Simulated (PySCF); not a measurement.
SiBrF3, SMILES F[Si](F)(F)Br.

Geometry: r2SCAN-D4/def2-SVP.

Method: CAM-B3LYP/def2-TZVP (PySCF).

Gas-phase values at a fixed geometry.

Computed frontier levels, gap, dipole moment and polarisability:
| Property | Result |
|---|---|
| highest occupied level | -11.02 eV |
| lowest empty level | 0.70 eV |
| orbital gap | 11.73 eV |
| dipole moment | 0.211 e·Å |
| quadrupole, principal values (traceless, Buckingham form, about the centre of nuclear charge) | -1.07, -1.07, 2.13 D·Å |
| mean static polarisability | 38.3 bohr³ (5.67 Å³) |
| polarisability, principal values | 33.9, 33.9, 47.0 bohr³ |
